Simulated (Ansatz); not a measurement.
```xyz
8

F     0.3473   -0.8296    2.0972
Si   -0.5096    0.0632    1.0763
Si    0.5207   -0.0276   -1.0395
F     0.3948   -1.4968   -1.6378
F    -0.2831    0.9505   -2.0074
H    -0.5284    1.4587    1.5833
H    -1.8920   -0.4734    1.0221
H     1.9502    0.3550   -1.0942
```

Total charge 0; spin multiplicity 1.

Task: List the ωB97M-V/def2-TZVPP orbital energies in eV (the Gaussian-basis code of Ansatz). (Best estimate.)

Result: Computed: Occupied: -1808.94, -1808.26, -677.93, -677.90, -677.74, -149.82, -149.25, -103.99, -103.95, -103.89, -103.41, -103.34, -103.33, -36.73, -36.27, -36.25, -19.46, -18.43, -16.86, -16.37, -16.26, -15.65, -15.61, -15.24, -15.18, -14.85, -13.73, -12.37, -10.71. Lowest empty: 0.55, 1.30, 2.58, 3.04, 3.32, 3.94, 4.76, 5.22.
